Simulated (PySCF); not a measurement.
## The second ionisation energy along group 15

All values are computed (PySCF 2.14, energy differences of UHF-based or UKS calculations, no spin-orbit coupling). Values in eV. The last column holds reference values (NIST; (s) semi-empirical, (t) theoretical, else measured). Unmarked ones compare directly (S terms, centres of terms, or small fine structure); those marked * lie between the lowest fine-structure levels and include a spin-orbit shift.

```
                            element                                   configurations     UHF  SCS-MP2 (valence)  CCSD (valence)  CCSD(T) (valence)     LDA  r2SCAN     reference
  N (aug-cc-pVQZ-DK, spin-free X2C)                      [He] 2s2 2p2 → [He] 2s2 2p1  29.199             29.516          29.498             29.516  30.052  30.128  29.601 (s) *
  P (aug-cc-pVQZ-DK, spin-free X2C)                      [Ne] 3s2 3p2 → [Ne] 3s2 3p1  19.157             19.552          19.666             19.707  19.812  19.935  19.769 (s) *
 As (aug-cc-pVQZ-DK, spin-free X2C)            [Ar] 3d10 4s2 4p2 → [Ar] 3d10 4s2 4p1  17.979             18.312          18.407             18.436  18.652  18.718      18.589 *
Bi (aug-cc-pVQZ-DK3, spin-free X2C)  [Xe] 4f14 5d10 6s2 6p2 → [Xe] 4f14 5d10 6s2 6p1  15.328             15.571          15.659             15.677     n/a     n/a      16.703 *
```

Question: Fill in the row of Sb (aug-cc-pVQZ-DK3, spin-free X2C) ([Kr] 4d10 5s2 5p2 → [Kr] 4d10 5s2 5p1).

Answer: UHF 16.003; SCS-MP2 (valence) 16.292; CCSD (valence) 16.379; CCSD(T) (valence) 16.405; LDA 16.665; r2SCAN 16.645; reference 16.626 ± 0.025 * (eV).

For Bi a determinant mixes LS terms or the coupling is close to jj, so these rows are model values.

"Valence" correlates the outer s and p shells and, in groups 3 to 12 and the f block, the outer d or f shell, open or full, or the next shell where the ion has no valence electron left; the wider scheme adds the next inner shell.
